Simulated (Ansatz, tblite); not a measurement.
Cost and result up the ladder for SiHMe2Br (C₂H₇BrSi) (11 atoms). The state is a singlet with charge 0. Geometry: r2SCAN-D4/def2-SVP.

```xyz
11

Si   -0.2294    0.1922   -0.6090
H     0.0787    1.3175   -1.5395
C    -0.9108    0.8389    1.0068
H    -1.8154    1.4447    0.8434
H    -0.1608    1.4709    1.5117
H    -1.1725    0.0089    1.6821
C     1.2734   -0.8912   -0.3621
H     1.6427   -1.2847   -1.3217
H     1.0367   -1.7469    0.2900
H     2.0873   -0.3139    0.1083
Br   -1.8298   -1.0365   -1.6100
```

Ansatz on 4 threads of Intel Xeon on a shared host; xTB runs through tblite on one thread. Times are rough, summed over both states, and most runs start from the orbitals of an earlier one. PBE0-D4/def2-TZVP serves as the yardstick here, not as an exact answer. The other state is a triplet.

The xTB rows come from tblite.

Run but left out: PBE-D4/def2-TZVP (triplet: an occupied level 0.00 eV above an empty one).

xTB has no spin-polarisation term.

| level | functions | wall time | vertical triplet (eV) | difference from PBE0-D4/def2-TZVP (eV) |
| --- | --- | --- | --- | --- |
| GFN2-xTB | 33 | 0.023 s | 6.28 | -0.48 |
| GFN1-xTB | 40 | 0.026 s | 6.72 | -0.03 |
| r2SCAN-D4/def2-TZVP | 189 | 15 s | 6.68 | -0.08 |
| PBE0-D4/def2-TZVP (with forces) | 189 | 18 s | 6.76 | 0.00 |
